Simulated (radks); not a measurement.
The numbers below are computed, except where a source is named.
Valence configurations of Al I (all share [Ne]). Code: a radial shooting solver on a logarithmic mesh with Libxc functionals. Model: non-relativistic Kohn-Sham, PBE, spin-polarised, spherical densities, point nucleus; open shells are filled with parallel spins first. Energies are relative to 3s2 3p1; eigenvalues in eV for spin up.

valence      E (eV)  moment (Bohr magnetons)   e(3p)   e(3s)
3s2 3p1       0.000                        1  -3.018  -8.024
3s1.5 3p1.5   1.928                        2  -3.521  -8.681
3s1 3p2       3.483                        3  -3.911  -9.229
3s0.5 3p2.5   6.155                        3  -4.195  -9.563
3p3           8.850                        3  -4.463       -

NIST lists [Ne] 3s2 3p1 as the ground configuration; this level of theory agrees among the configurations tried. The energies are those of spherical high-spin densities, not of single terms.
